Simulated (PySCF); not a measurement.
**Radial density of Gd⁺ (gadolinium, charge +1)**

LC-wPBE, [Xe] 4f7 5d1 6p1, one real determinant (an excited configuration). Calculation: PySCF 2.14, in x2c-TZVPPall; the spin-free X2C one-electron Hamiltonian (Gaussian nucleus).

```
r (bohr)  4πr²ρ (e/bohr)  4πr²(ρα − ρβ)
  0.0259           75.46         0.0057
  0.0436           90.76         0.0111
  0.0734           112.1         0.0135
   0.123           84.49         0.1374
   0.208           97.60         1.2069
   0.349           42.30         5.2872
   0.587           47.05         8.5386
   0.988           15.69         4.8655
    1.66           6.958         1.4444
    2.80          0.9565         0.4564
    4.70          0.3124         0.3098
    7.91         0.03241         0.0324
    13.3       0.0002506         0.0003
```

Densities and radii are taken from the X2C orbitals without a picture-change correction, which distorts them close to the nucleus.

⟨L²⟩ = 8.02 against 12 for a pure F term, so this real determinant mixes terms. Spin-orbit coupling, absent here, splits the open shell strongly.
